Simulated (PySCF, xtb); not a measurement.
trisilylphosphine (H₉PSi₃), SMILES P([SiH3])([SiH3])[SiH3].

GFN2-xTB (xtb 6.7.1) at its own geometry gives an orbital gap of 4.22 eV and a dipole moment of 1.78 D.

Geometry: PBE0-D3(BJ)/def2-SVP.

**Question.** What does HF/def2-TZVP (PySCF) give? (The exact figures need the calculation; the answer reports its results.)

**Answer.** gap 12.52 eV (levels -9.71 and 2.81 eV), dipole 0.61 D.
